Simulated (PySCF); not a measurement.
Isomers of C2H4B2. Isolated molecules, 0 K electronic values unless said otherwise. One relaxed conformer stands for each flexible species; it need not be the lowest. Strings in code marks are SMILES.

All values below come from CAM-B3LYP-D3(BJ)/def2-TZVP in PySCF 2.14.0. All candidates: neutral, multiplicity 1. 

```
Item              Value
-------------  --------
HOMO           -8.43 eV
HOMO–LUMO gap   7.42 eV
LUMO           -1.01 eV
```

Task: Which member has these values?
A) `C=BB=C`
B) `[H]/B=C/C=B/[H]`
C) `BC1=CB1`
D) `CC1=BB1`

Result: A, `C=BB=C`. The others give `[H]/B=C/C=B/[H]`: -6.58 eV, 6.19 eV, -0.39 eV; `CC1=BB1`: -9.16 eV, 8.12 eV, -1.05 eV; `BC1=CB1`: -9.31 eV, 9.07 eV, -0.24 eV
